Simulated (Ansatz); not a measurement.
CH$_{3}$SZn (`[CH3][Zn][S]`) radical, relaxed with UKS PBE0-D4/def2-TZVP in Ansatz 0.2.0 from a PBE-D4/def2-SVP geometry. The force threshold is 0.005 eV/Å; the program also tests the step.

Total charge 0; spin multiplicity 2.

Start:

```xyz
6

C    -0.193    0.747   -0.258
Zn    0.261   -1.033    0.356
S     0.781   -3.049    1.052
H    -0.467    0.739   -1.333
H     0.667    1.436   -0.132
H    -1.049    1.160    0.314
```

```csv
step,energy (eV),largest force (eV/Å),largest move (Å)
1,-60329.7441,0.452,0.000
2,-60329.7591,0.133,0.015
3,-60329.7606,0.007,0.008
4,-60329.7606,0.004,0.000
```

End:

```xyz
6

C    -0.193    0.749   -0.259
Zn    0.261   -1.027    0.354
S     0.775   -3.028    1.045
H    -0.463    0.733   -1.317
H     0.657    1.423   -0.132
H    -1.036    1.149    0.308
```

Run time 30 s (4 threads of an AMD EPYC 9R45 on a shared host); peak host memory 0.64 GiB.
